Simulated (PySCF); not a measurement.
Estimate the missing entries of this data sheet.

C₅HClF₄.
SMILES: `FC1=C(C(F)(F)F)C/1=C/Cl`

Conformer (atom-mapped SMILES and torsion angles): `[F:1][C:2]1=[C:3]([C:4]([F:5])([F:6])[F:7])[C:8]/1=[CH:9]/[Cl:10]`: C2–C3–C4–F5 118°.

```tsv
property	level	value
rotational constants A, B, C of the GFN2-xTB geometry	GFN2-xTB	?
dipole moment	PBE0/pcSseg-1	?
HOMO energy	PBE0/pcSseg-1	-6.88 eV
LUMO energy	PBE0/pcSseg-1	?
13C chemical shifts (computed TMS as zero) by class	GIAO PBE0/pcSseg-1	?
1H chemical shifts (computed TMS as zero) by class	GIAO PBE0/pcSseg-1	5.35 (1 H) ppm
isotropic shieldings of nuclei other than C and H, by class	GIAO PBE0/pcSseg-1	?
```

Gas-phase values; electronic properties from PySCF, density fitting. Geometry: GFN2-xTB; no solvent or vibrations. NMR classes are plain means over equivalent atoms (diastereotopic ones count apart unless rotation or inversion swaps them), as if these changed places fast; in this geometry the members of some classes differ.

Q: The isotropic shieldings of nuclei other than C and H, by class?

A: 242 (3 F), 278 (1 F), 806 (1 Cl) ppm.

Q: What is the LUMO energy?

A: -1.62 eV.

Q: The dipole moment?

A: 0.71 D.

Q: The 13C chemical shifts (computed TMS as zero) by class?

A: 159.8 (1 C), 126.2 (1 C), 121.9 (1 C), 105.3 (1 C), 90.4 (1 C) ppm.

Q: What are the rotational constants A, B, C of the GFN2-xTB geometry?

A: 1.992, 0.545, 0.462 GHz.

In atomic units the dipole is 0.28 e·bohr (1 au = 2.5417 D). With B = h/(8π²I), that is 505.379 GHz u Å² over I, the principal moments of inertia are 253.7, 927.9 and 1093.7 u Å² (most abundant isotopes). The rotational constants make it an asymmetric top with κ = (2B − A − C)/(A − C) = -0.89, nearer the prolate limit (−1).
